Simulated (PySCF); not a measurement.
All numbers come from PySCF, PBE, basis Bi def2-TZVPD with ECP60, O def2-TZVPD (scalar-relativistic core potentials, no spin–orbit coupling, density fitting). Open shells, if any, are unrestricted.

Question: What shape and geometry does isolated singlet BiO₂⁻ take (every ligand bound to Bi)?

Answer: Counting electrons, bismuth keeps 2 of its valence electrons outside its bonds, so the VSEPR class is AX2E1 and the expected shape is bent (C2v), as computed. The lowest minimum found is a singlet of C2v symmetry with Bi–O 1.985 Å (×2); O–Bi–O 108.5°. Its harmonic wavenumbers are 218 (a1), 635 (b2), 660 (a1) cm⁻¹ and its dipole moment is 5.96 D about the centre of mass.

Only a few start shapes were tried, so a lower isomer may exist. The lowest empty level of this anion is unbound, so it and the gap depend on the basis. Spin–orbit coupling, left out here, can matter for elements this heavy.
